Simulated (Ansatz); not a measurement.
CCl2GaNO (`O=C=[N][Ga]([Cl])[Cl]`), relaxed with RKS PBE-D4/def2-SVP in Ansatz 0.2.0 from a rough embedded geometry. The force threshold is 0.03 eV/Å; the program also tests the step.

Total charge 0; spin multiplicity 1.

Start:

```xyz
6

O    -0.899    0.855   -1.164
C    -0.575   -0.255   -1.368
N    -0.210   -1.424   -1.568
Ga    0.582   -0.812    0.533
Cl    2.008    1.371    1.081
Cl   -0.907    0.265    2.486
```

```
         step  energy (eV)  largest force (eV/Å)  largest move (Å)
            1  -81955.8330                 2.165             0.000
            2  -81957.4237                 2.377             0.195
            3  -81958.7278                 2.488             0.195
            4  -81959.3031                 1.182             0.191
            5  -81959.6726                 0.603             0.200
            6  -81959.8844                 0.603             0.200
            7  -81960.0464                 1.159             0.197
            8  -81960.1826                 0.820             0.200
            9  -81960.2731                 0.520             0.200
           10  -81960.3313                 0.378             0.200
           11  -81960.3549                 0.592             0.200
           12  -81960.3726                 0.089             0.200
           13  -81960.3764                 0.040             0.122
14 (rejected)  -81960.3205                 1.785             0.164
           15  -81960.3779                 0.017             0.082
16 (rejected)  -81960.3778                 0.154             0.061
           17  -81960.3784                 0.021             0.030
           18  -81960.3787                 0.134             0.049
           19  -81960.3800                 0.068             0.055
           20  -81960.3804                 0.013             0.026
21 (rejected)  -81960.3802                 0.203             0.081
           22  -81960.3808                 0.047             0.039
           23  -81960.3809                 0.063             0.031
           24  -81960.3809                 0.055             0.015
           25  -81960.3810                 0.014             0.006
```

End:

```xyz
6

O    -1.641   -0.004   -2.484
C    -0.849    0.054   -1.611
N     0.020    0.137   -0.762
Ga    0.588   -0.009    0.955
Cl    2.619    0.465    1.395
Cl   -0.738   -0.643    2.507
```

It took 29 s on 4 threads of an Arm Neoverse V2 on a shared host, with 0.17 GiB of host memory at the peak.
